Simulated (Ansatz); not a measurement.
Consider the ligand exchange at a B–C bond: `OCB(F)Br` + HBr → `FB(Br)Br` + CH₃OH.

Calculated with Ansatz (gas phase, PBE0-D4/def2-TZVP geometries, no zero-point term in ΔE). CCSD(T)/CBS is the MP2 limit (def2-TZVPP, def2-QZVPP) plus CCSD(T) − MP2 in def2-TZVPP, frozen cores. This one scheme is used for every species. DFT in def2-TZVPP. B3LYP here is the variant with VWN-RPA as its local correlation; programs differ in this. For Br outer-core shells are correlated without core-valence functions, which leaves a few kJ/mol of doubt a bond. Scalar relativity is left out up to krypton. Each species was taken in one conformer, which may not be the lowest.

Problem. Is it downhill or uphill in electronic energy at CCSD(T)/CBS, and by how much? (An estimate is asked.)

Solution. Computed: Downhill: ΔE = -61.7 kJ/mol.

Problem. What do these levels give: r2SCAN-D4, B3LYP-D4, ωB97X-V, r2SCAN, B3LYP, MP2/def2-TZVPP, SCS-MP2/def2-TZVPP, CCSD/def2-TZVPP, HF/def2-QZVPP, MP2/def2-QZVPP, SCS-MP2/def2-QZVPP, MP2/CBS(def2)? (Best estimate.)

Solution. Ansatz gave: r2SCAN-D4 -60.0, B3LYP-D4 -59.2, ωB97X-V -57.6, r2SCAN -60.5, B3LYP -60.5, MP2/def2-TZVPP -67.6, SCS-MP2/def2-TZVPP -67.2, CCSD/def2-TZVPP -60.0, HF/def2-QZVPP -63.3, MP2/def2-QZVPP -68.2, SCS-MP2/def2-QZVPP -67.4, MP2/CBS(def2) -68.7 kJ/mol.

Largest T1 diagnostic among the species: 0.011.
